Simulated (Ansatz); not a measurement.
Start from `N[SiH2]S[SiH](N)F` and change one atom or group to get `N[SiH2]S[SiH2]F`.

Ansatz, PBE0-D4/def2-TZVP geometries, multiplicity 1. Each molecule was computed in one conformer, which needn't be the lowest.

```csv
property,`N[SiH2]S[SiH](N)F`
HOMO energy (B3LYP/def2-TZVPP) / eV,-7.20
size of the dipole moment (B3LYP/def2-TZVPP) / D,2.22
HOMO energy (PBE/def2-TZVPP) / eV,-6.15
HOMO–LUMO gap (PBE/def2-TZVPP) / eV,5.48
HOMO energy (PBE0/def2-TZVPP) / eV,-7.46
LUMO energy (B3LYP/def2-TZVPP) / eV,-0.07
```

What does the change do to each property? (Best estimate.)

Ansatz gave: 
```
                                        property  `N[SiH2]S[SiH2]F`  shift
             HOMO energy (B3LYP/def2-TZVPP) / eV              -7.37  -0.17
size of the dipole moment (B3LYP/def2-TZVPP) / D               2.63   0.41
               HOMO energy (PBE/def2-TZVPP) / eV              -6.34  -0.19
             HOMO–LUMO gap (PBE/def2-TZVPP) / eV               5.36  -0.12
              HOMO energy (PBE0/def2-TZVPP) / eV              -7.63  -0.17
             LUMO energy (B3LYP/def2-TZVPP) / eV              -0.34  -0.27
```

With PBE0 the HOMO falls by 0.17 eV and the LUMO falls by 0.30 eV, so the gap narrows by about 0.13 eV. PBE moves the HOMO by -0.19 eV and ωB97M-V by -0.17 eV. Dipoles are sizes alone; their direction can turn.

Positive LUMOs are unbound, so they and the gaps depend on the basis.

B3LYP here is the variant with VWN-RPA as its local correlation; programs differ in this.
